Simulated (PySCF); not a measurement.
MI2+ across group 15

Level: PBE0, basis family def2-TZVP, scalar-relativistic core potentials from Rb on and no relativity for lighter atoms.

Each entry is the lowest minimum that a search over a few typed start shapes (and spin states, where more than one is plausible) found, or that minimum re-optimised at the stated level; isomers with ligand–ligand bonds, or fragments after loss of a ligand pair, can lie lower. Open shells are unrestricted; no spin–orbit coupling; PySCF with density fitting.

| molecule | 2S+1 | point group | mean bond to the central atom (Å) | polar-tensor charge of the central atom | lowest ω (cm⁻¹) | gap (eV) |
| --- | --- | --- | --- | --- | --- | --- |
| PI₂⁺ | 1 | C2v | 2.326 | 0.94 | 107 | 3.31 |
| SbI₂⁺ | ? | ? | ? | ? | ? | ? |
| BiI₂⁺ | 1 | C2v | 2.696 | 1.27 | 61 | 3.15 |

(1) Fill in the row of SbI₂⁺.

## Answers

(1) 2S+1: 1; point group: C2v; mean bond to the central atom (Å): 2.615; polar-tensor charge of the central atom: 1.19; lowest ω (cm⁻¹): 71; gap (eV): 3.24.

The bond lengthens at every step; the largest change, 0.289 Å, falls between PI₂⁺ and SbI₂⁺ among the members listed.

Spin–orbit coupling can matter for BiI₂⁺.

Left out of the table are members whose search was unfinished or whose lowest solution was spin-contaminated, unstable, very soft or bonded differently.
